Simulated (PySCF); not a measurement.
# Working out the ionisation energy of Ni

Ni [Ar] 3d8 4s2 (3F) → Ni⁺ [Ar] 3d9 (2D). All numbers are calculated (PySCF 2.14, scalar relativity by spin-free X2C-1e, in x2c-SVPall (5s3p3d1f, 36 functions)). Frozen: [Ar]. Energies in hartree (1 hartree = 27.21139 eV):

```csv
part,Ni (lower),Ni⁺ (upper)
UHF,-1518.832768,-1518.532645
MP2 opposite-spin,-0.126224,-0.154492
MP2 same-spin,-0.068475,-0.094030
```

Problem. What does Hartree-Fock give?

Solution. (-1518.532645) − (-1518.832768) = 0.300123 hartree = 8.167 eV.

Problem. What do MP2 and SCS-MP2 (6/5 opposite-spin, 1/3 same-spin) give?

Solution. The opposite-spin parts differ by -0.769 eV and the same-spin parts by -0.695 eV. MP2: 8.167 + (-0.769) + (-0.695) = 6.703 eV. SCS-MP2: 8.167 + 1.2 × (-0.769) + (-0.695)/3 = 7.013 eV.

Reference: 7.640 eV (measured; NIST Atomic Spectra Database, ionization energies), between the lowest levels; spin-orbit coupling is absent from the calculation.

A double-zeta basis recovers only part of the correlation energy.

What remains against the reference includes basis incompleteness, the frozen core and correlation beyond second order.
